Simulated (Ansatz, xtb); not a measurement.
# Isomers of C6H5FO in order of energy

6 gas-phase structures of C6H5FO, from a drawn sample of its isomers (lower ones may exist). Each was relaxed with GFN2-xTB; where two conformers were screened, the lower at r2SCAN-D4/def2-SVP is listed:

A. `C=Cc1ccc(F)o1`, a singlet
B. `C=Cc1ccoc1F`, a singlet
C. `C=Cc1cocc1F`, a singlet
D. `C=Cc1cc(F)co1`, a singlet
E. `C=Cc1coc(F)c1`, a singlet
F. `C=Cc1occc1F`, a singlet

Make a reasoned guess at their ranking by r2SCAN-D4/def2-SVP single-point energy.

Calculated order at r2SCAN-D4/def2-SVP: A (0.000), F (0.151), B (0.166), E (0.167), D (0.181), C (0.326) eV. Less than 1 kcal/mol parts F and B; B and E; E and D, so the order within those pairs means little.

Energies above the lowest of each column, in eV; the last columns are at PBE0-D3(BJ)/def2-SVP geometries:

```json
{"structure": "A", "GFN2-xTB": "0.000", "HF/STO-3G": "0.000", "r2SCAN-D4/def2-SVP": "0.000", "PBE0-D3(BJ)/def2-SVP": "0.000", "CCSD(T)/def2-SVP + ΔMP2/def2-TZVPP": "0.000"}
{"structure": "F", "GFN2-xTB": "0.044", "HF/STO-3G": "0.156", "r2SCAN-D4/def2-SVP": "0.151", "PBE0-D3(BJ)/def2-SVP": "0.162", "CCSD(T)/def2-SVP + ΔMP2/def2-TZVPP": "0.145"}
{"structure": "B", "GFN2-xTB": "0.096", "HF/STO-3G": "0.088", "r2SCAN-D4/def2-SVP": "0.166", "PBE0-D3(BJ)/def2-SVP": "0.146", "CCSD(T)/def2-SVP + ΔMP2/def2-TZVPP": "0.114"}
{"structure": "E", "GFN2-xTB": "0.084", "HF/STO-3G": "0.104", "r2SCAN-D4/def2-SVP": "0.167", "PBE0-D3(BJ)/def2-SVP": "0.145", "CCSD(T)/def2-SVP + ΔMP2/def2-TZVPP": "0.104"}
{"structure": "D", "GFN2-xTB": "0.044", "HF/STO-3G": "0.176", "r2SCAN-D4/def2-SVP": "0.181", "PBE0-D3(BJ)/def2-SVP": "0.188", "CCSD(T)/def2-SVP + ΔMP2/def2-TZVPP": "0.161"}
{"structure": "C", "GFN2-xTB": "0.128", "HF/STO-3G": "0.265", "r2SCAN-D4/def2-SVP": "0.326", "PBE0-D3(BJ)/def2-SVP": "0.310", "CCSD(T)/def2-SVP + ΔMP2/def2-TZVPP": "0.275"}
```

Every level run on A puts it lowest or level with the lowest. CCSD(T)/def2-SVP + ΔMP2/def2-TZVPP orders those it was run on as A (0.000), E (0.104), B (0.114), F (0.145), D (0.161), C (0.275) eV. Less than 1 kcal/mol parts E and B; B and F; F and D, so the order within those pairs means little. Flexible structures stand in one conformer each, not always the lowest. ΔMP2 is the change of the MP2 energy from the smaller to the larger basis.

Over these structures GFN2-xTB departs from r2SCAN-D4/def2-SVP by 0.048 eV on average once a common shift is removed. A GFN2-xTB relaxation took about 0.21 s and the r2SCAN-D4/def2-SVP energy about 5.4 s on a shared host (Ansatz 0.2.0, xtb 6.7.1).
